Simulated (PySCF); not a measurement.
Ir(PH3)2H5 (singlet state).
Bonds: Ir1–P2, Ir1–P6. Hydrogens: H10, H11, H12, H13, H14 on Ir1; H3, H4, H5 on P2; H7, H8, H9 on P6.

A GFN2-xTB structure was refined with PBE0-D3(BJ)/def2-SVP geometry optimisation, gas phase, def2 core potentials past Kr in PySCF 2.14.0. Its GFN2-xTB values:

```
 coordinate  GFN2-xTB
     Ir1–P2   2.250 Å
    Ir1–H10   1.478 Å
    Ir1–H14   1.432 Å
      P2–H3   1.349 Å
  Ir1–P2–H3    119.8°
  P2–Ir1–P6    174.4°
 P2–Ir1–H10     90.4°
 P2–Ir1–H11     89.8°
   H3–P2–H4     91.7°
H10–Ir1–H11     73.1°
H10–Ir1–H12    139.6°
```

Question: How do these coordinates change at the PBE0-D3(BJ)/def2-SVP level?

Answer: 
```tsv
coordinate	PBE0-D3(BJ)/def2-SVP (Å or °)	change
Ir1–H14	1.638	+0.206
Ir1–H10	1.638	+0.160
P2–H3	1.417	+0.068
Ir1–P2	2.287	+0.037
H3–P2–H4	98.6	+6.9
P2–Ir1–P6	179.4	+5.0
H10–Ir1–H12	143.9	+4.3
P2–Ir1–H10	89.2	-1.2
Ir1–P2–H3	118.7	-1.1
P2–Ir1–H11	90.8	+1.0
H10–Ir1–H11	72.1	-1.0
```

The energy falls by 1.512 eV over 10 energy and gradient evaluations, the largest force component goes from 0.1214 to 2.4e-04 Eh/bohr, and the atoms move by 0.099 Å rms after alignment. The bond that changes most is Ir1–H14 (ends: iridium bonded to 2 P and 5 H; hydrogen on iridium), which lengthens by 0.206 Å. Bonds longer at the end by more than 0.005 Å: 12 of 13; shorter: 0. Rotational constants go from 24597, 1321, 1319 to 22137, 1300, 1300 MHz.

The run used 123 basis functions and 69 SCF cycles in all. The run took 2.1 min wall on an Arm Neoverse N1 with one thread, shared host with 64 logical CPUs at a one-minute load of 59, and the process peaked at 0.52 GiB of memory.

No frequency check.
